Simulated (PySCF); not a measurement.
SMILES [NH2][SnH]([NH2])[OH] (H6N2OSn) at its B3LYP/def2-SVP optimised geometry (Å):

```
10

Sn    -0.7319    -1.2102     0.0000
N     -1.6257     0.6306     0.0000
N     -1.2718    -1.9692     1.8254
O      1.2702    -1.2102     0.0000
H     -1.1160    -2.0309    -1.4587
H     -1.4459     1.1681    -0.8485
H     -1.3539     1.2102     0.7949
H     -2.2745    -1.8842     1.9976
H     -1.0217    -2.9510     1.9474
H      1.6257    -0.8758     0.8356
```

Computed with B3LYP/def2-TZVP, def2 effective core potentials past Kr (PySCF 2.14.0). The core electrons that the potentials of Sn replace are not part of the density.

Map of the Laplacian of the electron density (e/bohr⁵) on the plane z = 1.2 Å:

```
|444444444444444444444444444|
|444444444444444444444444444|
|444444444444444444444444444|
|444444444444444444444444444|
|444444444444444444444444444|
|444444444444444444444444444|
|444444444444444444444444444|
|444444445544444444444444444|
|444444456654444444444444444|
|444444567764444444444444444|
|444444566664444444444444444|
|444444566654444444444444444|
|444444455554444444444444444|
|444444445544444444444444444|
|444444444554444445554444444|
|444444445555544456765444444|
|444444455666554566775444444|
|444444567777654567765444444|
|444445688567654556654444444|
|444445796047654445544444444|
|444445797488654444444444444|
|444445579997544444444444444|
|444444557876544444444444444|
|444444445665444444444444444|
|444444444544444444444444444|
|444444444444444444444444444|
|444444444444444444444444444|
```
Scale: ten equal steps from -0.157 (start of '0') to 0.234 (end of '9'), in the order '0123456789'; x runs from -4.00 to 4.00, y from -4.00 (bottom) to 4.00 (top).
